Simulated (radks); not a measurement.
The numbers below are computed, except where a source is named.
All-electron atom: Sb I in [Kr] 4d10 5s2 5p3. Code: a radial shooting solver on a logarithmic mesh with Libxc functionals. Model: non-relativistic Kohn-Sham, LDA (Slater exchange, Perdew-Wang correlation), spin-polarised, spherical densities, point nucleus; open shells are filled with parallel spins first (spin-orbit coupling, left out, can overturn this in heavy ions); relativity is left out, which matters for an element this heavy.

Normalised radial functions P(r) = r R(r), r in bohr:

r           4p up  5s down    5p up
0.003188   0.0061   0.0426   0.0017
0.003682   0.0080   0.0479   0.0022
0.004252   0.0105   0.0536   0.0029
0.00495    0.0140   0.0601   0.0038
0.005717   0.0183   0.0665   0.0050
0.006655   0.0242   0.0734   0.0066
0.007686   0.0314   0.0799   0.0086
0.008876   0.0406   0.0861   0.0111
0.01033    0.0530   0.0919   0.0145
0.01193    0.0678   0.0961   0.0185
0.01378    0.0862   0.0985   0.0236
0.01604    0.1102   0.0984   0.0301
0.01853    0.1378   0.0948   0.0376
0.0214     0.1704   0.0870   0.0465
0.02491    0.2105   0.0734   0.0575
0.02877    0.2533   0.0547   0.0691
0.03323    0.2996   0.0300   0.0818
0.03868    0.3497  -0.0023   0.0954
0.04467    0.3945  -0.0375   0.1076
0.05159    0.4314  -0.0751   0.1176
0.06006    0.4541  -0.1134   0.1236
0.06936    0.4517  -0.1434   0.1227
0.08011    0.4170  -0.1615   0.1129
0.09326    0.3371  -0.1612   0.0907
0.1077     0.2161  -0.1374   0.0572
0.1254     0.0428  -0.0853   0.0095
0.1448    -0.1530  -0.0132  -0.0442
0.1672    -0.3576   0.0724  -0.0998
0.1947    -0.5482   0.1610  -0.1507
0.2248    -0.6654   0.2232  -0.1804
0.2597    -0.6843   0.2448  -0.1818
0.3023    -0.5704   0.2081  -0.1451
0.3491    -0.3323   0.1146  -0.0740
0.4032     0.0079  -0.0225   0.0238
0.4694     0.4212  -0.1830   0.1372
0.5421     0.7927  -0.3096   0.2301
0.626      1.0757  -0.3724   0.2847
0.7288     1.2261  -0.3416   0.2814
0.8417     1.2145  -0.2167   0.2139
0.972      1.0775  -0.0191   0.0914
1.132      0.8503   0.2273  -0.0776
1.307      0.6134   0.4512  -0.2503
1.509      0.4000   0.6270  -0.4108
1.757      0.2269   0.7332  -0.5450
2.029      0.1179   0.7514  -0.6247
2.362      0.0514   0.6942  -0.6521
2.728      0.0202   0.5894  -0.6266
3.151      0.0068   0.4609  -0.5600
3.668      0.0017   0.3249  -0.4605
4.236      0.0004   0.2134  -0.3547
4.892      0.0001   0.1275  -0.2526
5.695      0.0000   0.0660  -0.1609
6.577      0.0000   0.0313  -0.0953
7.596      0.0000   0.0130  -0.0509
8.843      0.0000   0.0043  -0.0232
10.21      0.0000   0.0013  -0.0097

4p up: eigenvalue -99.065 eV, 2 radial nodes at r = 0.130, 0.402 bohr, <r> = 0.866 bohr, 90 % of the charge inside 1.27 bohr. 5s down: eigenvalue -11.058 eV, 4 radial nodes at r = 0.0383, 0.148, 0.394, 0.984 bohr, <r> = 2.31 bohr, 90 % of the charge inside 3.42 bohr. 5p up: eigenvalue -5.579 eV, 3 radial nodes at r = 0.129, 0.390, 1.06 bohr, <r> = 2.88 bohr, 90 % of the charge inside 4.37 bohr.
